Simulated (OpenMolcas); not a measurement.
**How basis sets differ on BCl2F (SMILES FB(Cl)Cl)**

BCl2F: 4 atoms, total charge 0, spin state singlet. As SMILES, `FB(Cl)Cl`. Geometry: relaxed at GFN2-xTB.

```xyz
4

B    -0.0379   -0.0632   -0.0005
Cl    1.6716   -0.1466    0.0138
Cl   -0.9142    1.4071   -0.0170
F    -0.7195   -1.1973    0.0037
```

Each level gives the HOMO–LUMO gap (eV). The values are calculated.

```csv
level,kind,program,value (eV),CPU time
HF/STO-3G,Hartree–Fock,OpenMolcas,17.42,2 s
HF/3-21G,Hartree–Fock,OpenMolcas,15.99,2.2 s
HF/6-31G,Hartree–Fock,OpenMolcas,15.90,3 s
HF/6-31G** (spherical functions),Hartree–Fock,OpenMolcas,16.13,4.8 s
HF/def2-SVP,Hartree–Fock,OpenMolcas,16.13,3.7 s
HF/6-311G**,Hartree–Fock,OpenMolcas,15.97,16 s
```

The values span 15.90 to 17.42 eV. A Hartree–Fock LUMO above zero doesn't converge with the basis: it sinks as sets grow more diffuse. Orbital gaps aren't excitation energies. Times are those of the runs behind each value, whatever else they computed, on shared processors of several kinds: orders of magnitude only.
